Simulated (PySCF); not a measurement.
Computed IR spectrum (relative IR intensity) of a molecule CH₄Cl₂OSi₂. Coordinates come from a PBE-D3(BJ)/def2-SVP optimisation. The values are those of a single conformer. All values below come from PBE-D3(BJ)/def2-SVP (PySCF). Frequencies are harmonic and unscaled.

Lines under 2 % of the strongest are left out, and lines within 2 cm⁻¹ are merged.

ν (cm⁻¹): 187 (vw), 419 (w), 435 (w), 560 (vs), 636 (w), 734 (w), 742 (m), 779 (s), 936 (s), 999 (m), 2154 (s), 2165 (s), 2962 (w), 3023 (w) (against the strongest line: vs over 80 %, s over 45 %, m over 15 %, w over 4 %, vw less)

Q: Which molecule gave these data?
A) Cl[Si@@H]1CO[Si@H]1Cl
B) Cl[Si]1(Cl)C[SiH2]O1
C) Cl[Si@@H]1C[Si@H](Cl)O1
D) Cl[Si]1(Cl)CO[SiH2]1

A: D, Cl[Si]1(Cl)CO[SiH2]1
